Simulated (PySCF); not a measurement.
# Structure revision by computed shifts

A compound C8H12NP gives the data below (simulated from a calculation) and was assigned the structure `Cc1cc(N(C)C)ccp1`.

$^{13}$C{$^{1}$H} NMR (computed): δ 161.7 (C), 158.0 (CH), 151.0 (CH), 143.1 (CH), 140.1 (C), 45.1 (CH3, 2C), 22.6 (CH3).

$^{1}$H NMR (300 MHz, computed): δ 8.75 (m, 1H), 8.49 (m, 1H), 8.17 (m, 1H), 2.77 (s, 6H), 2.60 (s, 3H).

Computational details: GFN2-xTB structure, σ from GIAO-PBE0/pcSseg-1, in PySCF 2.14.0 with density-fitted response routines (single conformer, one averaged value for each set of equivalent atoms, relativity neglected, no solvent model).

Chemical shifts δ = σref − σ; $^{1}$H (σref 31.72) and $^{13}$C (σref 186.93) against TMS, all at this level.

(1) Compare with the shifts computed for the proposed structure, pairing carbons in order of shift.

(2) Which isomer fits?

## Answers

(1) Atoms are numbered as in `[CH3:1][c:2]1[cH:3][c:4]([N:5]([CH3:6])[CH3:7])[cH:8][cH:9][p:10]1`. Each H is labelled by its parent atom.

| atom | computed for proposal | given list | difference |
| --- | --- | --- | --- |
| C2 | 179.8 | 161.7 | +18.1 |
| C9 | 165.3 | 158.0 | +7.3 |
| C4 | 153.2 | 151.0 | +2.2 |
| C3 | 123.0 | 143.1 | -20.1 |
| C8 | 119.9 | 140.1 | -20.2 |
| C6 | 41.6 | 45.1 | -3.5 |
| C7 | 41.6 | 45.1 | -3.5 |
| C1 | 28.0 | 22.6 | +5.4 |

The rms difference is 12.5 ppm and the largest -20.2 ppm at C8 (aromatic CH). The carbon types in order of shift don't match either: C, CH, C, CH, CH, CH3, CH3, CH3 for the proposal against C, CH, CH, CH, C, CH3, CH3, CH3 in the data. The proposal doesn't fit.

(2) SMILES Cc1ccpcc1N(C)C.

- δC 161.7: aromatic carbon bearing nitrogen; the electronegative substituent deshields the carbon that carries it.
- δC 158.0, 151.0, 143.1: aromatic CH.
- δC 140.1: substituted aromatic carbon.
- δH 8.75, 8.49, 8.17: hydrogen on an aromatic CH; ring-current deshielding.

Other isomers checked: Cc1ccpc(N(C)C)c1 (rms 12.5 ppm).

The shifts were computed for this structure.

Splittings by $^{31}$P in the carbon and heteronuclear signals aren't shown, as no couplings were computed. Shifts are as computed. Against solution values, carbons near 30 ppm lie about +3 ppm off and those near 130 ppm about +5 ppm. Of 1211 compounds with measured shifts, 218 miss one by over three times the rms of a fit or turn the order of signals round; such compounds aren't used in these exercises. Multiplicities follow the n + 1 count of equivalent neighbours, as no J values were calculated; m marks all less simple cases, F and P coupling included.
